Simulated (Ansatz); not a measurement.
`C[SiH](S)Cl` → `C[Si]Cl` + H₂S  (silylene formation by 1,1-elimination)

Calculated with Ansatz (gas phase, PBE0-D4/def2-TZVP geometries, no zero-point term in ΔE). CCSD(T)/CBS adds triple-zeta CCSD(T) − MP2 to the extrapolated MP2 energy (def2 sets, frozen cores). This one scheme is used for every species. Functionals use def2-TZVPP. Each species was taken in one conformer, which may not be the lowest.

(1) Is it downhill or uphill in electronic energy at CCSD(T)/CBS, and by how much? (An estimate is asked.)

(2) What do these levels give: r2SCAN-D4, CAM-B3LYP, MP2/def2-SVP, CCSD(T)/def2-SVP, HF/def2-TZVPP, HF/CBS(def2)? (Estimate.)

(3) What do rigid-rotor, harmonic-oscillator terms from PBE0-D4/def2-TZVP frequencies (298.15 K, 1 bar) make of the CCSD(T)/CBS value? (Estimate.)

Largest T1 diagnostic among the species: 0.012.

Results:

(1) The calculation gave: Uphill: ΔE = +2.64 eV.

(2) The calculation gave: r2SCAN-D4 2.81, CAM-B3LYP 2.53, MP2/def2-SVP 2.67, CCSD(T)/def2-SVP 2.43, HF/def2-TZVPP 2.52, HF/CBS(def2) 2.51 eV.

(3) Ansatz gave: ΔZPE = -0.14 eV, ΔH = +2.55 eV, ΔS = 162 J/(mol·K), ΔG = +2.05 eV.

In def2-TZVPP, CCSD(T) changes the Hartree–Fock value by +0.06 eV (the triples alone add +0.02 eV) and MP2 by +0.28 eV. From BLYP to BHLYP (50 % exact exchange), in def2-TZVPP and without D4, ΔE moves by +0.38 eV. The D4 term adds +0.16 eV with B3LYP and +0.09 eV with PBE0; it sums over pairs of atoms, weighted by their polarisabilities, and B3LYP, whose exchange is more repulsive, gets the larger term.

B3LYP here is the variant with VWN-RPA as its local correlation; programs differ in this.
